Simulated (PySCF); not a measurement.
C4H7BF2, SMILES FB1CCC[C@H]1F.

Geometry optimised at PBE0-D3(BJ)/def2-SVP. The structure was generated by enumeration; whether it is a known compound was not checked. The values are those of a single conformer.

These are PBE0-D3(BJ)/def2-SVP (PySCF 2.14.0) values and carry that method's errors.

No scaling factor is applied to the harmonic values.

```csv
mode,ν (cm⁻¹),IR (km/mol),moving atoms (share of kinetic energy)
1,89,1.5,"F 46 %, C 31 %, H 22 %"
2,165,3.8,"F 73 %, C 18 %"
3,208,1.4,"H 42 %, C 35 %, F 23 %"
4,337,4.9,"F 40 %, C 27 %, H 26 %"
5,390,1.8,"H 40 %, F 24 %, C 18 %, B 17 %"
6,412,5.6,"H 44 %, C 27 %, F 15 %, B 14 %"
7,538,3.8,"F 37 %, C 30 %, H 17 %, B 16 %"
8,615,3.7,"C 47 %, H 35 %, F 10 %"
9,768,9.4,"C 58 %, H 33 %"
10,800,26.9,"C 37 %, B 30 %, H 28 %"
11,830,3.4,"C 47 %, H 44 %"
12,891,0.5,"C 57 %, H 37 %"
13,933,5.4,"H 56 %, C 37 %"
14,981,18.9,"H 60 %, C 30 %, B 8 %"
15,1000,38.1,"H 42 %, C 38 %, F 19 %"
16,1042,10.6,"H 68 %, C 27 %"
17,1105,37.2,"H 47 %, B 35 %, C 16 %"
18,1132,24.2,"H 54 %, C 30 %, B 9 %"
19,1150,6.8,"C 54 %, H 39 %"
20,1227,4.9,"H 70 %, C 28 %"
21,1268,18.4,"H 64 %, C 26 %"
22,1290,36.3,"C 50 %, H 37 %, B 12 %"
23,1317,4.9,"H 78 %, C 21 %"
24,1340,2.2,"H 64 %, C 35 %"
25,1354,5.2,"H 59 %, C 34 %"
26,1389,19.1,"H 89 %, C 10 %"
27,1438,8.1,"H 90 %, C 9 %"
28,1463,264.6,"B 59 %, H 16 %, F 14 %, C 12 %"
29,1474,46.1,"H 85 %, C 9 %"
30,3029,9.3,H 94 %
31,3052,13.6,H 94 %
32,3080,22.5,H 94 %
33,3112,31.1,"H 92 %, C 8 %"
34,3124,14.2,"H 91 %, C 9 %"
35,3133,7.2,"H 91 %, C 9 %"
36,3139,15.7,"H 91 %, C 9 %"
```
